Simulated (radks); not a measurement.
Results of a calculation; reference values are marked as such.
The calcium ion Ca16+, 4 electrons, occupied as [He] 2s2.

Level of theory: scalar-relativistic Kohn-Sham, PBE, spin-polarised, spherical densities, finite nucleus; Fermi nuclear charge, rms radius 3.4776 fm (a radial shooting solver on a logarithmic mesh with Libxc functionals).

Energy parts (eV):
total: -12841.964
kinetic: 12968.140
electron-nucleus: -26627.455
Hartree: 1249.414
exchange-correlation: -432.063

Orbitals (lengths in bohr, moments of r in powers of bohr; r(max) is where P^2 peaks; r(90%) holds 90 % of the orbital's charge):
orbital,occ.,eigenvalue (eV),<r>,r(90%),<r^4>,r(max)
1s,2,-4800.984,0.07627,0.136,0.0001553,0.05016
2s,2,-1054.883,0.3224,0.493,0.02451,0.2774

The highest occupied level is 2s at -1054.9 eV. The density falls to 0.001 e/bohr^3 at r = 0.94 bohr. Summed over all electrons, <r^2> = 0.2586 bohr^2, which gives a Langevin (diamagnetic) susceptibility term of -0.205 x 10^-6 cm^3/mol.
